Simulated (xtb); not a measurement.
xtb input:

```bash
xtb mol.xyz --gfn 2 --ohess tight --chrg 0 --uhf 0
```
mol.xyz:
```
4

La     0.00740025    -0.00794215     0.03729971
F     -1.69303577    -1.00794474     0.06750405
F      0.02065616     1.86150340    -0.78756425
F      1.69691010    -0.79596577     0.67592152
```

Q: What final total energy does it print?

A: -15.57760 Eh (GFN2-xTB).
